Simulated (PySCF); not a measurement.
All values below come from PBE-D3(BJ)/def2-TZVP // B3LYP-D3(BJ)/def2-TZVP in PySCF 2.14.0. Isolated molecules, 0 K electronic values unless said otherwise. One relaxed conformer stands for a flexible species; it need not be the lowest. Excitations are Tamm–Dancoff values on a coarser integration grid. The basis has no diffuse functions, so Rydberg states are missing or too high.

Reference species (SMILES): `[Br][Ga]([Br])[Br]` (neutral, multiplicity 1).

```
Property               Result
-------------------  --------
HOMO                 -7.41 eV
HOMO–LUMO gap         4.17 eV
S1 excitation (TDA)   4.33 eV
```

Changed species: `[OH][Ga]([OH])[OH]` (3 of 3 Br replaced by OH; the reference has 0 of 3 Br replaced by OH).

Q: Predict the effect on the HOMO, HOMO–LUMO gap and S1 excitation (TDA).

A: the HOMO increases by 0.21 eV, to -7.20 eV; the HOMO–LUMO gap goes up by 1.12 eV, to 5.29 eV; the S1 excitation (TDA) rises by 1.09 eV, to 5.42 eV.
